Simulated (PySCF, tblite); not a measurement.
Calculations on `C=C(CC#N)[SiH2][GeH3]`, in the order of a workflow; each names the level of the geometry that it ran on. Settings lines and outputs come from a driver script.

Compound: C4H9GeNSi.
Atom-mapped SMILES: `[CH2:1]=[C:2]([CH2:3][C:4]#[N:5])[SiH2:6][GeH3:7]` (hydrogens: H8, H9 on C1; H10, H11 on C3; H12, H13 on Si6; H14, H15, H16 on Ge7)

Step 1: GFN2-xTB geometry optimisation, gas phase (tblite 0.8.0) (from a force-field or distance-geometry start)
```json
{"job": {"kind": "relax", "xc": "GFN2-xTB", "basis": "xTB"}, "charge": 0, "multiplicity": 1}
```
```
step      E/eV     max force
  0    -534.30287    5.443
  1    -533.55852   21.166
  2    -534.52607    2.081
...
 73    -534.73707    0.020
 74    -534.73711    0.021
 75    -534.73716    0.019
 76    -534.73719    0.010
 77    -534.73720    0.009
```

Energy lowered by 10.0 kcal/mol over 77 steps; largest atomic force 0.009 eV/Å at the end. «max force» is the largest atomic force in eV/Å.

Time: 0.9 s wall. Hardware: Arm Neoverse N1, one thread (shared host).

Step 2: GFN2-xTB harmonic vibrations, gas phase (tblite 0.8.0) (on the GFN2-xTB geometry)
```json
{"job": {"kind": "ir", "xc": "GFN2-xTB", "basis": "xTB"}, "charge": 0, "multiplicity": 1}
```
```
(table of modes left out)
```

42 modes from -36 to 3087 cm⁻¹ (unscaled, harmonic, a negative number standing for an imaginary wavenumber); zero-point energy 66.4 kcal/mol from the real modes; the lowest is imaginary at this level.

On one thread of an Arm Neoverse N1, on a shared host, this took 0.97 s wall.

Step 3: TDDFT wB97X-D/def2-SVPD, vertical, gas phase, core orbitals frozen in the response (PySCF 2.14.0, density-fitted response routines) (on the GFN2-xTB geometry)
```json
{"job": {"kind": "uv", "xc": "wB97X-D", "basis": "def2-SVPD", "nstates": 8, "ntriplets": 3}, "charge": 0, "multiplicity": 1}
```
```
...
Static polarisability (au): isotropic 108.188, principal 96.051 108.897 119.618
Singlet excitations
state   eV       nm        f      main configurations
  1   6.6419    186.7   0.07157   H->L 0.44, H-1->L 0.32, H-2->L 0.11
  2   6.8865    180.0   0.16972   H->L 0.52, H-1->L 0.26, H-2->L 0.10
  3   7.1161    174.2   0.00722   H->L+1 0.69, H->L+2 0.17
  4   7.4165    167.2   0.02355   H->L+2 0.32, H-2->L 0.21, H->L+3 0.13
  5   7.5401    164.4   0.03251   H-2->L 0.25, H-1->L 0.17, H->L+2 0.09
  6   7.6368    162.4   0.01501   H-4->L 0.44
  7   7.7590    159.8   0.06597   H-1->L+1 0.40, H->L+2 0.12, H->L+4 0.11
  8   7.9640    155.7   0.01336   H->L+3 0.35, H-1->L+2 0.24
Triplet excitations (Tamm-Dancoff, eV): 4.3725 6.2065 6.5780
```

HOMO -10.02 eV, LUMO 0.78 eV; lowest singlet 6.64 eV; lowest triplet 4.37 eV (Tamm–Dancoff); mean polarisability 108.2 au.

Hardware: one thread, Arm Neoverse N1 (aarch64) (shared host). Cost: 2.4 min of wall time (grids of density and orbitals included), 1.0 GiB resident at most.

Geometry of the electronic-property runs (GFN2-xTB):
```
atom  x, y, z in Å
C1    -0.404   -0.894   -1.539
C2    -0.633    0.072   -0.662
C3    -2.044    0.512   -0.355
C4    -2.388    0.098    0.981
N5    -2.636   -0.253    2.040
Si6    0.755    0.961    0.274
Ge7    2.495   -0.501    0.805
H8    -1.194   -1.396   -2.078
H9     0.599   -1.226   -1.759
H10   -2.125    1.601   -0.409
H11   -2.761    0.065   -1.051
H12    1.215    2.057   -0.593
H13    0.171    1.563    1.477
H14    3.858    0.106    0.644
H15    2.499   -0.994    2.218
H16    2.585   -1.761   -0.005
```

 GFN2-xTB frequencies show an imaginary mode (36i cm⁻¹), so this geometry is no minimum at that level. (This holds for the electronic-property runs.)

One conformer stands for the species.

wB97X-D is run here without its empirical dispersion term; that term would change no orbital, density or response property at a fixed geometry.
